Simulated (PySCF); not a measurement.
4,4-difluorobut-1-yne (C4H4F2), SMILES C#CCC(F)F.

Coordinates come from a B3LYP-D3(BJ)/def2-SVP optimisation. The values are those of a single conformer.

Two levels are set side by side: PBE/def2-TZVP (PySCF) and ωB97X/def2-TZVP (PySCF). Same geometry, gas phase. Differences are taken from unrounded values.

| quantity | ωB97X | PBE | PBE minus ωB97X |
|---|---|---|---|
| orbital gap (eV) | 13.37 | 6.47 | -6.90 |
| highest occupied level (eV) | -10.59 | -6.89 | 3.70 |
| lowest empty level (eV) | 2.78 | -0.41 | -3.20 |
| dipole moment (D) | 1.79 | 1.58 | -0.21 |
| mean polarisability (bohr³) | 45.7 | 47.8 | 2.0 |

Without exact exchange PBE keeps part of each electron's self-repulsion, which lifts occupied levels and narrows the gap. PBE's more diffuse valence density responds more strongly to a field. Differences between two approximate levels are no errors against the true value.

Rough cost on one machine, each run with all the roots and properties that it gave: ωB97X against PBE within a factor of 2.
